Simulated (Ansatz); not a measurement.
Geometry optimisation, RKS PBE/def2-SVP in Ansatz.

Input file:

```yaml
crystal:
  periodic: [false, false, false]
  atoms:
    - { symbol: Al, position_ang: [0.035672, -0.482157, -0.454971] }
    - { symbol: F, position_ang: [0.307214, -0.043183, 2.375922] }
    - { symbol: F, position_ang: [1.396607, 0.244699, -1.10221] }
    - { symbol: F, position_ang: [-1.435481, 0.284063, -0.683413] }
    - { symbol: Si, position_ang: [0.116752, -2.575406, 0.606846] }
    - { symbol: H, position_ang: [-0.525568, -3.708502, -0.148316] }
    - { symbol: H, position_ang: [1.515437, -2.963839, 0.998696] }
    - { symbol: H, position_ang: [-0.669614, -2.461924, 1.903391] }
    - { symbol: H, position_ang: [-0.189219, -0.810451, 2.574255] }
basis:
  gaussian: { orbitals: def2-SVP }
hamiltonian:
  xc: pbe
relax:
  f_tol: 0.03
  max_steps: 50
```

Launched with:

```bash
$ ansatz run input.yaml --threads 2 --pin off --max-ram 3072MiB --backend cpu --events-out ev --progress --plain --runs-dir out
```

Question: Where does it end, and by what steps?

Answer: It converged. After 11 steps the energy has fallen by 0.428 eV; F2 moved furthest, 0.77 Å. Joined: Al1–F2 (2.88 → 2.00 Å).

```json
{"step": "0", "energy less start (eV)": "0.0000", "largest force component (eV/Å)": "0.772", "accepted": "yes"}
{"step": "1", "energy less start (eV)": "-0.1070", "largest force component (eV/Å)": "0.529", "accepted": "yes"}
{"step": "2", "energy less start (eV)": "-0.2215", "largest force component (eV/Å)": "0.756", "accepted": "yes"}
{"step": "3", "energy less start (eV)": "-0.3330", "largest force component (eV/Å)": "0.471", "accepted": "yes"}
{"step": "4", "energy less start (eV)": "-0.3518", "largest force component (eV/Å)": "0.124", "accepted": "yes"}
{"step": "5", "energy less start (eV)": "-0.3703", "largest force component (eV/Å)": "0.283", "accepted": "yes"}
{"step": "6", "energy less start (eV)": "-0.3876", "largest force component (eV/Å)": "0.267", "accepted": "yes"}
{"step": "7", "energy less start (eV)": "-0.4059", "largest force component (eV/Å)": "0.377", "accepted": "yes"}
{"step": "8", "energy less start (eV)": "-0.4213", "largest force component (eV/Å)": "0.266", "accepted": "yes"}
{"step": "9", "energy less start (eV)": "-0.4183", "largest force component (eV/Å)": "0.222", "accepted": "no"}
{"step": "10", "energy less start (eV)": "-0.4266", "largest force component (eV/Å)": "0.078", "accepted": "yes"}
{"step": "11", "energy less start (eV)": "-0.4281", "largest force component (eV/Å)": "0.025", "accepted": "yes"}
```

```xyz
9
Properties=species:S:1:pos:R:3
Al 0.086 -0.337 -0.155
F -0.194 0.044 1.794
F 1.504 0.496 -0.485
F -1.342 0.232 -0.827
Si 0.188 -2.663 0.616
H -0.896 -3.632 0.238
H 1.515 -3.366 0.681
H -0.114 -2.389 2.123
H -0.194 -0.902 2.086
```

Whether the end is a true minimum wasn't checked by a vibrational analysis.

Run time: 16 s on 2 threads of AMD EPYC 7R43 64-Core Processor (Zen 3), on a shared host, peak memory 0.15 GiB.
